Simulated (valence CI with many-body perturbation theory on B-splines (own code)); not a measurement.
La50+: E2, E3, M1, M2 decay

Level of theory: valence CI with perturbative core correlation (CI+MBPT): five valence electrons over a frozen Dirac-Fock core [He], radial functions for each j: 9 s, 9 p, 8 d, 6 f, 3 g, 1 h, with the one-electron correlation potential Σ1 (screened to all orders), the two-electron term Σ2, the three-electron term Σ3, Breit, model QED; selected single and double excitations, second order for the rest (own B-spline code, finite nucleus).

No measured spectrum was set against this ion. As an estimate, large intervals hold to a few tenths of a per cent, small ones and those within an open d or f shell to about a per cent. Among the levels kept, up to 1200 cm⁻¹ of a level comes from second order outside the variational space, and about a tenth of that is noise between levels of different J, which matters for small intervals.

Lines 1 to 44 of 44 in falling wavelength, among levels below 6091.7 eV, chosen from the decays that carry over 1 % of a level's rate. Wavelengths and rates use the calculated energies. Electric multipoles are in the length gauge, E1 and E2 with the static RPA response of the core. S is in atomic units (e²a₀⁴ for E2 and M2, e²a₀⁶ for E3), for M1 in squared Bohr magnetons. Weak lines are less certain than strong ones. Lines between different terms over intervals too small for the method are left out, as are lines whose strength nearly cancels. The highest levels of a list are the least certain.

Levels are named by their leading jj configuration (3d3/2^4 stands for four electrons in 3d with j = 3/2), which in mixed levels can hold well under half, so a name can repeat and another be missing. Letters in brackets count levels of one name in rising energy.

| λ vac (Å) | Upper | Lower | Type | A (s⁻¹) | S (a.u.) |
| --- | --- | --- | --- | --- | --- |
| 29.94 | (2s^2 2p1/2 2p3/2^2) J=3/2 | (2s^2 2p1/2^2 2p3/2) J=3/2 | M1 | 7.08e+08 | 2.82e+00 |
| 29.85 | (2s^2 2p3/2^3) J=3/2 | (2s^2 2p1/2 2p3/2^2) J=1/2 | M1 | 1.74e+08 | 6.86e-01 |
| 28.51 | (2s^2 2p1/2 2p3/2^2) J=5/2 | (2s^2 2p1/2^2 2p3/2) J=3/2 | M1 | 1.20e+08 | 6.19e-01 |
| 28.51 | (2s^2 2p1/2 2p3/2^2) J=5/2 | (2s^2 2p1/2^2 2p3/2) J=3/2 | E2 | 1.41e+06 | 1.43e-04 |
| 27.59 | (2s^2 2p3/2^3) J=3/2 | (2s^2 2p1/2 2p3/2^2) J=5/2 | M1 | 2.16e+08 | 6.73e-01 |
| 26.44 | (2s^2 2p1/2 2p3/2^2) J=1/2 | (2s^2 2p1/2^2 2p3/2) J=3/2 | M1 | 4.49e+08 | 6.15e-01 |
| 26.37 | (2s^2 2p3/2^3) J=3/2 | (2s^2 2p1/2 2p3/2^2) J=3/2 | M1 | 8.82e+08 | 2.40e+00 |
| 2.605 | (2s^2 2p1/2 2p3/2 3d5/2) J=9/2 | (2s 2p1/2 2p3/2^3) J=5/2 | E2 | 6.18e+08 | 6.62e-07 |
| 2.403 | (2s^2 2p1/2 2p3/2 3p1/2) J=3/2 [a] | (2s^2 2p1/2 2p3/2^2) J=1/2 | E2 | 5.45e+10 | 1.56e-05 |
| 2.397 | (2s^2 2p1/2 2p3/2 3p1/2) J=5/2 | (2s^2 2p1/2 2p3/2^2) J=1/2 | E2 | 9.80e+10 | 4.16e-05 |
| 2.390 | (2s^2 2p1/2 2p3/2 3p1/2) J=1/2 | (2s^2 2p1/2 2p3/2^2) J=5/2 | E2 | 1.15e+11 | 1.60e-05 |
| 2.385 | (2s^2 2p1/2 2p3/2 3p1/2) J=3/2 [b] | (2s^2 2p1/2 2p3/2^2) J=1/2 | E2 | 4.13e+10 | 1.14e-05 |
| 2.384 | (2s^2 2p1/2^2 3p1/2) J=1/2 | (2s^2 2p1/2^2 2p3/2) J=3/2 | E2 | 5.29e+11 | 7.27e-05 |
| 2.382 | (2s^2 2p1/2 2p3/2 3p1/2) J=5/2 | (2s^2 2p1/2 2p3/2^2) J=5/2 | E2 | 3.03e+11 | 1.24e-04 |
| 2.382 | (2s^2 2p3/2^2 3p1/2) J=3/2 | (2s^2 2p3/2^3) J=3/2 | E2 | 1.09e+11 | 2.99e-05 |
| 2.380 | (2s^2 2p1/2 2p3/2 3p1/2) J=1/2 | (2s^2 2p1/2 2p3/2^2) J=3/2 | E2 | 1.71e+11 | 2.34e-05 |
| 2.378 | (2s^2 2p1/2 2p3/2 3p1/2) J=3/2 [a] | (2s^2 2p1/2 2p3/2^2) J=3/2 | E2 | 3.32e+11 | 9.01e-05 |
| 2.372 | (2s^2 2p1/2 2p3/2 3p1/2) J=5/2 | (2s^2 2p1/2 2p3/2^2) J=3/2 | E2 | 7.47e+10 | 3.01e-05 |
| 2.370 | (2s^2 2p1/2 2p3/2 3p1/2) J=3/2 [b] | (2s^2 2p1/2 2p3/2^2) J=5/2 | E2 | 2.98e+11 | 7.96e-05 |
| 2.343 | (2s^2 2p1/2 2p3/2 3p3/2) J=3/2 [a] | (2s^2 2p1/2 2p3/2^2) J=1/2 | E2 | 1.42e+10 | 3.57e-06 |
| 2.336 | (2s 2p1/2^2 2p3/2 3p3/2) J=7/2 | (2s 2p1/2^2 2p3/2^2) J=5/2 | E2 | 1.63e+11 | 8.10e-05 |
| 2.332 | (2s 2p1/2^2 2p3/2 3p3/2) J=1/2 [b] | (2s 2p1/2^2 2p3/2^2) J=3/2 | E2 | 2.86e+11 | 3.52e-05 |
| 2.331 | (2s^2 2p1/2 2p3/2 3p3/2) J=1/2 [a] | (2s^2 2p1/2 2p3/2^2) J=5/2 | E2 | 4.75e+10 | 5.83e-06 |
| 2.331 | (2s^2 2p1/2 2p3/2 3p3/2) J=5/2 [b] | (2s^2 2p1/2 2p3/2^2) J=1/2 | E2 | 9.89e+10 | 3.64e-05 |
| 2.328 | (2s^2 2p1/2 2p3/2 3p3/2) J=3/2 [a] | (2s^2 2p1/2 2p3/2^2) J=5/2 | E2 | 1.17e+11 | 2.86e-05 |
| 2.325 | (2s^2 2p1/2 2p3/2 3p3/2) J=7/2 | (2s^2 2p1/2 2p3/2^2) J=5/2 | E2 | 1.80e+11 | 8.75e-05 |
| 2.323 | (2s^2 2p1/2^2 3p3/2) J=3/2 | (2s^2 2p1/2^2 2p3/2) J=3/2 | E2 | 2.65e+11 | 6.41e-05 |
| 2.322 | (2s^2 2p1/2 2p3/2 3p3/2) J=1/2 [a] | (2s^2 2p1/2 2p3/2^2) J=3/2 | E2 | 1.66e+11 | 2.00e-05 |
| 2.319 | (2s^2 2p1/2 2p3/2 3p3/2) J=3/2 [a] | (2s^2 2p1/2 2p3/2^2) J=3/2 | E2 | 6.32e+10 | 1.51e-05 |
| 2.316 | (2s^2 2p1/2 2p3/2 3p3/2) J=7/2 | (2s^2 2p1/2 2p3/2^2) J=3/2 | E2 | 2.08e+10 | 9.91e-06 |
| 2.312 | (2s^2 2p1/2 2p3/2 3p3/2) J=1/2 [b] | (2s^2 2p1/2 2p3/2^2) J=5/2 | E2 | 3.13e+11 | 3.69e-05 |
| 2.303 | (2s^2 2p1/2 2p3/2 3p3/2) J=1/2 [b] | (2s^2 2p1/2 2p3/2^2) J=3/2 | E2 | 1.79e+11 | 2.07e-05 |
| 2.299 | (2s 2p1/2^2 2p3/2 3p3/2) J=1/2 [b] | (2s 2p1/2^2 2p3/2^2) J=5/2 | E2 | 9.58e+10 | 1.10e-05 |
| 2.291 | (2s 2p1/2^2 2p3/2 3d5/2) J=9/2 | (2s 2p1/2^2 2p3/2^2) J=5/2 | M2 | 8.43e+09 | 4.75e-06 |
| 2.291 | (2s 2p1/2^2 2p3/2 3d5/2) J=9/2 | (2s 2p1/2^2 2p3/2^2) J=5/2 | E3 | 4.52e+08 | 4.76e-06 |
| 2.278 | (2s^2 2p1/2 2p3/2 3d5/2) J=9/2 | (2s^2 2p1/2 2p3/2^2) J=5/2 | M2 | 8.23e+09 | 4.51e-06 |
| 2.278 | (2s^2 2p1/2 2p3/2 3d5/2) J=9/2 | (2s^2 2p1/2 2p3/2^2) J=5/2 | E3 | 4.94e+08 | 5.01e-06 |
| 2.204 | (2s 2p1/2^2 2p3/2 3d5/2) J=9/2 | (2s^2 2p1/2 2p3/2^2) J=5/2 | E2 | 1.46e+09 | 6.76e-07 |
| 2.155 | (2s^2 2p1/2 2p3/2 3p3/2) J=1/2 [a] | (2s^2 2p1/2^2 2p3/2) J=3/2 | E2 | 1.02e+11 | 8.45e-06 |
| 2.152 | (2s^2 2p1/2 2p3/2 3p3/2) J=3/2 [a] | (2s^2 2p1/2^2 2p3/2) J=3/2 | E2 | 2.26e+11 | 3.73e-05 |
| 2.150 | (2s^2 2p1/2 2p3/2 3p3/2) J=7/2 | (2s^2 2p1/2^2 2p3/2) J=3/2 | E2 | 2.52e+11 | 8.27e-05 |
| 2.142 | (2s^2 2p1/2 2p3/2 3p3/2) J=5/2 [b] | (2s^2 2p1/2^2 2p3/2) J=3/2 | E2 | 1.56e+11 | 3.77e-05 |
| 2.110 | (2s^2 2p1/2 2p3/2 3d5/2) J=9/2 | (2s^2 2p1/2^2 2p3/2) J=3/2 | E3 | 9.77e+08 | 5.78e-06 |
| 2.054 | (2s 2p1/2^2 2p3/2 3d3/2) J=7/2 | (2s^2 2p1/2^2 2p3/2) J=3/2 | E2 | 5.61e+11 | 1.46e-04 |
